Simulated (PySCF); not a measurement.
CH8FNOSi2, SMILES CO[SiH2][Si@@H](N)F.

The structure is a stationary point at PBE0-D3(BJ)/def2-SVP. The structure was generated by enumeration; whether it is a known compound was not checked. The values are those of a single conformer.

Calculation: TDDFT-ωB97X/def2-SVPD (PySCF).

Vertical excitations. Isolated molecule, no solvent.

Computed excitation energies, oscillator strengths and character:
```
state  energy (eV)  λ (nm)      f                                                                    main pairs
-----  -----------  ------  -----  ----------------------------------------------------------------------------
S1            6.71     185  0.021                                                                HOMO→LUMO 87 %
S2            6.97     178  0.006                                          HOMO−1→LUMO 74 %, HOMO−1→LUMO+1 12 %
S3            7.15     173  0.044                                                              HOMO−2→LUMO 73 %
S4            7.30     170  0.043                                            HOMO→LUMO+1 63 %, HOMO→LUMO+2 12 %
S5            8.10     153  0.027   HOMO−1→LUMO+1 34 %, HOMO−2→LUMO+1 18 %, HOMO−3→LUMO 16 %, HOMO−1→LUMO+2 6 %
S6            8.20     151  0.031  HOMO−2→LUMO+1 43 %, HOMO−2→LUMO+2 13 %, HOMO−3→LUMO 12 %, HOMO−1→LUMO+1 10 %
S7            8.27     150  0.013     HOMO−3→LUMO 35 %, HOMO−1→LUMO+1 21 %, HOMO→LUMO+2 13 %, HOMO−3→LUMO+1 5 %
S8            8.38     148  0.038          HOMO→LUMO+2 37 %, HOMO→LUMO+3 20 %, HOMO−3→LUMO 7 %, HOMO→LUMO+1 7 %
S9            8.50     146  0.080                                          HOMO−1→LUMO+2 57 %, HOMO−4→LUMO 15 %
S10           8.53     145  0.003                                        HOMO−1→LUMO+3 63 %, HOMO−1→LUMO+5 13 %
T1            6.04     205      0                                                                HOMO→LUMO 80 %
T2            6.32     196      0                                            HOMO→LUMO+1 70 %, HOMO→LUMO+2 11 %
T3            6.72     185      0                                                              HOMO−1→LUMO 72 %
T4            6.87     181      0                                                              HOMO−2→LUMO 69 %
```
Triplets are in the Tamm–Dancoff approximation, which puts them higher than full response would, so one can lie above its singlet here.
